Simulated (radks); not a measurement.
Results of a calculation; reference values are marked as such.
Isoelectronic series with 48 electrons, each ion in its NIST ground configuration. Code: a radial shooting solver on a logarithmic mesh with Libxc functionals. Model: Dirac Kohn-Sham, PBEsol, spin-unpolarised, spherical densities, finite nucleus; open shells fill j = l - 1/2 first; Fermi nuclear charge, rms radius of each element as measured or else 0.836 A^(1/3) + 0.57 fm. Total energies (hartree) and mean radii <r> (bohr) (* marks an orbital that is empty in some or all of the ions):

ion        configuration  E (hartree)  5s1/2*   4d5/2
Ce10+      [Kr] 4d10 5s2   -8836.2250   1.330  0.7272
Nd12+      [Kr] 4d10 5s2   -9586.4064   1.222  0.6748
Sm14+  [Kr] 4d10 4f1 5s1  -10371.5323   1.140  0.6351
Gd16+      [Kr] 4d10 4f2  -11193.0559   1.070  0.6004
Dy18+      [Kr] 4d10 4f2  -12050.7683   1.001  0.5657
Er20+      [Kr] 4d10 4f2  -12945.2245  0.9404  0.5349
Yb22+      [Kr] 4d10 4f2  -13877.0536  0.8870  0.5074
Hf24+      [Kr] 4d10 4f2  -14846.9888  0.8393  0.4827
